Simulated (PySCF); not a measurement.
Method: PBE-D3(BJ)/def2-TZVP // r2SCAN-D4/def2-SVP (PySCF 2.14.0). Gas-phase values, no solvent. One relaxed conformer stands for a flexible species; it need not be the lowest. 

Reference species: [Co(H2O)5(NH3)]3+ (excited quintet) (charge +3, multiplicity 5).

```json
{
 "charge on the central atom (meta-Löwdin)": "1.47 e",
 "coordination_number": "6",
 "mean_distance_from_the_central_atom_to_its_bonded_neighbours": "2.047 Å"
}
```

Changed species: [Co(H2O)2(NH3)4]3+ (excited quintet) (4 of 6 H2O replaced by NH3, multiplicity 5; the reference has 1 of 6 H2O replaced by NH3, multiplicity 5).

Question: Predict the effect on the charge on the central atom (meta-Löwdin), coordination number and mean distance from the central atom to its bonded neighbours.

Answer: the charge on the central atom (meta-Löwdin) falls by 0.10 e, to 1.37 e; the coordination number is nearly the same; the mean distance from the central atom to its bonded neighbours increases by 0.076 Å, to 2.123 Å.
